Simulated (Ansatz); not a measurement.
Born–Oppenheimer molecular dynamics of AlClFH₅N₂ (10 atoms, charge 0, multiplicity 1). It starts at the highest image of a converged band. Of that band: The profile has 2 maxima (images 2, 5) with wells between them (image 4): this band takes more than one step, which may be the mechanism or a detour left from its start path. A vibrational analysis at the climbing image gives one clearly imaginary mode, 268i cm⁻¹: a first-order saddle point.

All numbers below come from Ansatz, RKS r2SCAN-D4/def2-SVP.

* ensemble: NVE (velocity Verlet)
* time step: 0.5 fs
* steps asked: 200
* starting velocities drawn for: 100 K
* seed: 10701

First frame:

```xyz
10
Properties=species:S:1:pos:R:3
Al 0.002 0.436 -0.217
Cl 0.236 0.318 2.226
N 1.572 -0.146 -0.781
H 1.807 -0.331 -1.750
H 2.393 -0.268 -0.198
N -1.556 -0.027 -0.907
H -1.773 -0.941 -1.289
H -2.403 0.530 -0.851
F -0.147 2.130 0.380
H 0.024 1.594 1.537
```

Q: How far do the bonds stretch over the last three quarters of this one trajectory? (Pairs bonded in most of those frames.)

A: 
```tsv
bond	mean (Å)	spread (Å)	shortest	longest
Al1–Cl2	2.665	0.095	2.54	2.85
Al1–N3	1.769	0.016	1.74	1.80
Al1–N6	1.768	0.016	1.74	1.79
Al1–F9	1.728	0.022	1.69	1.80
Cl2–H10	1.344	0.038	1.27	1.43
N3–H4	1.014	0.005	1.00	1.02
N3–H5	1.015	0.008	1.00	1.03
N6–H7	1.015	0.009	1.00	1.03
N6–H8	1.016	0.009	1.00	1.03
```

Pairs bonded in part of these frames only: Al1–Cl2 85 %.

Mean temperature of the second half: 77 K. The conserved energy stayed within 0.045 meV per atom of its start (net change 0.0027 meV per atom), so the integration is sound. A run of 0.1 ps of so small a system gives no equilibrium averages. The orbitals stay closed-shell, which can raise the energy where a bond breaks towards radicals; this wasn't checked here.

Time of the run: 6.9 min on 4 threads of Arm Neoverse V1 (shared host), peak memory 0.19 GiB.
